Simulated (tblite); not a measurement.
Compound: C8H15NO.
SMILES with atom numbers: `[CH2:1]=[CH:2][CH2:3][CH2:4][C:5](=[O:6])[NH:7][CH:8]([CH3:9])[CH3:10]` (hydrogens: H11, H12 on C1; H13 on C2; H14, H15 on C3; H16, H17 on C4; H18 on N7; H19 on C8; H20, H21, H22 on C9; H23, H24, H25 on C10)

Computed with GFN2-xTB (tblite), gas phase: L-BFGS steps from a force-field or distance-geometry start until the largest atomic force falls under 0.01 eV/Å.

Step 5: E = -864.1156 eV
```
atom  x, y, z in Å  |  force x, y, z in eV/Å
C1      4.5613    0.7296   -1.0420   -0.005   0.015   0.014
C2      3.7754   -0.0894   -0.3699   -0.023  -0.015  -0.005
C3      2.5357    0.3239    0.3563   -0.056   0.011   0.002
C4      1.2835   -0.3157   -0.2556   -0.039  -0.014   0.027
C5      0.0072    0.0881    0.4787   -0.016  -0.082  -0.041
O6     -0.0096    0.7985    1.4571    0.000   0.093   0.149
N7     -1.1164   -0.4472   -0.0599    0.066  -0.017   0.004
C8     -2.4536   -0.1706    0.4424    0.041  -0.024   0.027
C9     -3.0083    1.1147   -0.1720   -0.011   0.006  -0.010
C10    -3.3685   -1.3616    0.1751    0.025  -0.005  -0.006
H11     4.3552    1.7839   -1.1093   -0.014   0.053   0.002
H12     5.4497    0.3868   -1.5430    0.021  -0.013  -0.027
H13     4.0181   -1.1432   -0.3234   -0.046  -0.046   0.017
H14     2.4303    1.4088    0.3398   -0.021   0.018  -0.040
H15     2.6128    0.0209    1.4028   -0.055  -0.037   0.019
H16     1.1858   -0.0109   -1.2993    0.039  -0.003  -0.056
H17     1.3644   -1.4056   -0.2257    0.021   0.003  -0.012
H18    -1.0428   -0.9794   -0.9110   -0.045  -0.009  -0.060
H19    -2.3483   -0.0304    1.5222    0.033   0.064   0.052
H20    -3.9932    1.3247    0.2352   -0.016   0.006  -0.012
H21    -2.3549    1.9527    0.0571    0.023  -0.040   0.012
H22    -3.0873    1.0185   -1.2526   -0.012  -0.011  -0.026
H23    -2.9722   -2.2629    0.6361    0.040  -0.005  -0.014
H24    -4.3560   -1.1771    0.5891    0.015   0.043   0.020
H25    -3.4791   -1.5328   -0.8935    0.035   0.009  -0.037
```

Step 6: E = -864.1173 eV
```
atom  x, y, z in Å  |  force x, y, z in eV/Å
C1      4.5599    0.7290   -1.0412    0.065   0.061  -0.033
C2      3.7750   -0.0888   -0.3680   -0.070  -0.061  -0.003
C3      2.5330    0.3245    0.3563    0.007  -0.011   0.009
C4      1.2826   -0.3166   -0.2559   -0.040   0.025   0.013
C5      0.0061    0.0876    0.4799    0.022  -0.016   0.033
O6     -0.0115    0.7989    1.4598    0.017   0.013   0.039
N7     -1.1161   -0.4486   -0.0575    0.033  -0.003  -0.004
C8     -2.4530   -0.1702    0.4433    0.047  -0.031   0.001
C9     -3.0088    1.1142   -0.1723   -0.011   0.014  -0.025
C10    -3.3661   -1.3612    0.1745   -0.013  -0.028  -0.004
H11     4.3553    1.7845   -1.1093   -0.016   0.023   0.009
H12     5.4500    0.3876   -1.5440   -0.028  -0.007   0.005
H13     4.0151   -1.1439   -0.3234   -0.042  -0.025   0.021
H14     2.4295    1.4095    0.3368   -0.032   0.012  -0.018
H15     2.6102    0.0182    1.4023   -0.060  -0.005   0.010
H16     1.1886   -0.0112   -1.3010    0.017  -0.013  -0.022
H17     1.3659   -1.4060   -0.2263    0.010  -0.004  -0.009
H18    -1.0451   -0.9775   -0.9102   -0.029  -0.023  -0.082
H19    -2.3449   -0.0277    1.5218    0.012   0.058   0.075
H20    -3.9946    1.3247    0.2349    0.020   0.002  -0.022
H21    -2.3528    1.9504    0.0584   -0.001  -0.038  -0.003
H22    -3.0880    1.0174   -1.2542   -0.006  -0.004   0.018
H23    -2.9706   -2.2637    0.6356    0.033   0.015  -0.025
H24    -4.3532   -1.1746    0.5896    0.020   0.025   0.008
H25    -3.4777   -1.5324   -0.8954    0.042   0.019   0.008
```

Step 7: E = -864.1185 eV
```
atom  x, y, z in Å  |  force x, y, z in eV/Å
C1      4.5598    0.7294   -1.0409    0.020   0.023   0.000
C2      3.7738   -0.0892   -0.3672   -0.029  -0.020  -0.042
C3      2.5310    0.3246    0.3566    0.034  -0.008   0.001
C4      1.2813   -0.3167   -0.2561   -0.011   0.027   0.004
C5      0.0059    0.0874    0.4824    0.037  -0.026  -0.021
O6     -0.0123    0.7991    1.4618    0.023   0.002   0.034
N7     -1.1151   -0.4496   -0.0561    0.007  -0.023  -0.046
C8     -2.4516   -0.1704    0.4441    0.017  -0.011   0.007
C9     -3.0091    1.1139   -0.1729    0.005  -0.005  -0.015
C10    -3.3647   -1.3614    0.1741   -0.010  -0.019   0.004
H11     4.3550    1.7858   -1.1091   -0.010  -0.007   0.014
H12     5.4499    0.3878   -1.5448   -0.045  -0.002   0.018
H13     4.0124   -1.1452   -0.3228   -0.038  -0.003   0.018
H14     2.4284    1.4102    0.3345   -0.032  -0.008   0.000
H15     2.6073    0.0163    1.4024   -0.057   0.016   0.003
H16     1.1908   -0.0118   -1.3025   -0.005  -0.016   0.011
H17     1.3671   -1.4064   -0.2269   -0.003   0.009  -0.005
H18    -1.0473   -0.9769   -0.9118   -0.012   0.012  -0.027
H19    -2.3425   -0.0246    1.5232   -0.002   0.040   0.042
H20    -3.9954    1.3248    0.2343    0.038  -0.002  -0.025
H21    -2.3513    1.9483    0.0591   -0.011  -0.027  -0.013
H22    -3.0886    1.0167   -1.2551    0.000  -0.001   0.033
H23    -2.9688   -2.2640    0.6348    0.023   0.017  -0.027
H24    -4.3511   -1.1724    0.5902    0.022   0.009  -0.002
H25    -3.4758   -1.5318   -0.8967    0.041   0.025   0.034
```

Problem. Estimate the geometry and energy of step 8. (The exact step hangs on the optimiser's Hessian estimate; all steps are aligned on step 7, rigid shifts and turns removed.)

Solution. E = -864.1192 eV, largest force 0.054 eV/Å
```
atom  x, y, z in Å  |  force x, y, z in eV/Å
C1      4.5597    0.7299   -1.0405   -0.005  -0.004   0.011
C2      3.7728   -0.0896   -0.3678   -0.016   0.002  -0.037
C3      2.5303    0.3247    0.3567    0.030  -0.007  -0.007
C4      1.2804   -0.3164   -0.2560    0.022   0.017  -0.005
C5      0.0062    0.0870    0.4837    0.023  -0.006  -0.021
O6     -0.0122    0.7992    1.4635    0.020  -0.040  -0.014
N7     -1.1142   -0.4506   -0.0563   -0.013   0.001  -0.011
C8     -2.4504   -0.1708    0.4449    0.004   0.001   0.007
C9     -3.0091    1.1134   -0.1734    0.020  -0.025   0.003
C10    -3.3639   -1.3617    0.1740    0.007   0.005   0.017
H11     4.3546    1.7864   -1.1088   -0.008  -0.017   0.017
H12     5.4492    0.3878   -1.5450   -0.045   0.000   0.019
H13     4.0100   -1.1461   -0.3221   -0.032   0.009   0.009
H14     2.4271    1.4104    0.3331   -0.027  -0.015   0.010
H15     2.6045    0.0155    1.4026   -0.046   0.027  -0.004
H16     1.1920   -0.0123   -1.3033   -0.018  -0.014   0.025
H17     1.3678   -1.4063   -0.2274   -0.010   0.015  -0.002
H18    -1.0488   -0.9764   -0.9132    0.001   0.017  -0.019
H19    -2.3411   -0.0221    1.5247   -0.005   0.022   0.005
H20    -3.9952    1.3249    0.2336    0.034  -0.004  -0.018
H21    -2.3506    1.9466    0.0593   -0.007  -0.010  -0.017
H22    -3.0889    1.0163   -1.2551    0.004  -0.004   0.022
H23    -2.9672   -2.2639    0.6339    0.019   0.006  -0.020
H24    -4.3496   -1.1709    0.5906    0.015  -0.002  -0.004
H25    -3.4740   -1.5310   -0.8969    0.035   0.024   0.033
```

The energy changes by -0.0007 eV. The first-order estimate −F·Δx gives -0.0010 eV and the mean of the old and new forces, exact on a quadratic surface, -0.0007 eV. The step makes an angle of 52° with the force vector and moves no atom by more than 0.003 Å.

The cost below is that of the whole relaxation. On Arm Neoverse V1, one thread, on a shared host, this took 0.81 s of wall time.
